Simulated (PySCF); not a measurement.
Cl$_{4}$Si, charge -1, doublet, geometry from GFN2-xTB (a state made from the parent by changing its charge; the spin is typed, not shown lowest). Base run: HF/def2-SV(P) in PySCF.

Input for PySCF:
```python
from pyscf import gto, scf

mol = gto.Mole()
mol.atom = '''
    Cl   -1.29762679   -1.06083468   -0.81742222
    Si   -0.10681316    0.18839100    0.32264875
    Cl   -0.84733097    2.10540791   -0.69529212
    Cl    0.47552690   -1.44964096    1.81839451
    Cl    1.75739464    0.24992220   -0.57139091
'''
mol.basis = 'def2-sv(p)'
mol.charge = -1
mol.spin = 1
mol.verbose = 4
mol.symmetry = True
mol.build()

mf = scf.UHF(mol)
mf.kernel()
mf.analyze()
```

Variants of this job, named by their change:

```json
[
 {"change": "base", "ΔE vs base (eV)": "0.00", "point group used": "C2v", "SCF cycles": "11"},
 {"change": "symmetry_subgroup = Cs", "ΔE vs base (eV)": "0.00", "point group used": "Cs", "SCF cycles": "11"},
 {"change": "symmetry = off", "ΔE vs base (eV)": "0.00", "point group used": "C1", "SCF cycles": "11"},
 {"change": "irrep_nelec = A1:(19, 17) A2:(4, 4) B1:(10, 10) B2:(9, 10)", "ΔE vs base (eV)": "9.73", "point group used": "C2v", "SCF cycles": "15"},
 {"change": "symmetry_subgroup = C2", "ΔE vs base (eV)": "0.00", "point group used": "C2", "SCF cycles": "11"},
 {"change": "irrep_nelec = A1:(18, 17) A2:(3, 4) B1:(10, 10) B2:(11, 10)", "ΔE vs base (eV)": "10.59", "point group used": "C2v", "SCF cycles": "13"},
 {"change": "irrep_nelec = A1:(17, 17) A2:(4, 4) B1:(11, 10) B2:(10, 10)", "ΔE vs base (eV)": "5.05", "point group used": "C2v", "SCF cycles": "13"},
 {"change": "irrep_nelec = A1:(17, 17) A2:(4, 4) B1:(10, 10) B2:(11, 10)", "ΔE vs base (eV)": "7.52", "point group used": "C2v", "SCF cycles": "14"}
]
```

Open shells are given as the SCF converged; they aren't shown to be the lowest states, and a large step between rows can be another state.
